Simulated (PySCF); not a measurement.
# Excitation energy of C by level of theory

C [He] 2s2 2p2 (3P) → C [He] 2s1 2p3 (5S), as a difference of total energies. Computed with PySCF 2.14 in x2c-QZVPPall with one added diffuse shell each of s, p, d, f type (8s5p4d3f1g, 73 functions), with the spin-free X2C one-electron Hamiltonian (Gaussian nucleus). Correlated levels: valence and next inner shell: nothing frozen. The calculations carry no spin-orbit coupling.

Order these methods by the excitation energy they give, lowest first.
A. CCSD (valence and next inner shell)
B. MP2 (valence and next inner shell)
C. SCS-MP2 (valence and next inner shell)
D. CCSD(T) (valence and next inner shell)

B (3.750 eV), A (4.061 eV), D (4.119 eV), C (4.343 eV).

Errors of the correlated levels include the incompleteness of this basis.

For comparison: 4.179 eV (measured; NIST levels, between the centres of gravity of the two terms).
